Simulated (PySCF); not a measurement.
Si(H)(OH)2(SeH), SMILES O[SiH]([SeH])O, B3LYP/def2-SVP optimised geometry.

```
8

Si    -0.86    -0.29     0.00
O      0.80    -0.29     0.00
O     -1.57    -0.96    -1.34
Se    -1.48    -1.48     1.88
H     -1.26     1.13     0.00
H      1.26    -1.13     0.14
H     -1.57    -1.92    -1.42
H     -2.87    -1.66     1.40
```

Density from PySCF with B3LYP/def2-TZVP at that geometry.

Minimum of the electron density along straight lines between bonded atoms, close to the bond critical point (lines longer than 1.1 times the sum of covalent radii, or with two minima, are not listed):

| bond | length / Å | ρ at the minimum / e bohr⁻³ | ∇²ρ there / e bohr⁻⁵ | position (fraction from the first atom) |
|---|---|---|---|---|
| Si1–O2 | 1.659 | 0.136 | 0.76 | 0.41 |
| Si1–O3 | 1.660 | 0.136 | 0.75 | 0.41 |
| Si1–Se4 | 2.310 | … | -0.05 | 0.35 |
| Si1–H5 | 1.473 | 0.130 | 0.12 | 0.49 |
| O2–H6 | 0.965 | 0.352 | -2.36 | 0.80 |
| O3–H7 | 0.965 | 0.352 | -2.36 | 0.80 |
| Se4–H8 | 1.476 | … | … | 0.63 |

Question: Some entries are withheld; supply them.

Answer: 
- Si1–Se4, ρ at the minimum / e bohr⁻³: 0.090
- Se4–H8, ρ at the minimum / e bohr⁻³: 0.172
- Se4–H8, ∇²ρ there / e bohr⁻⁵: -0.30
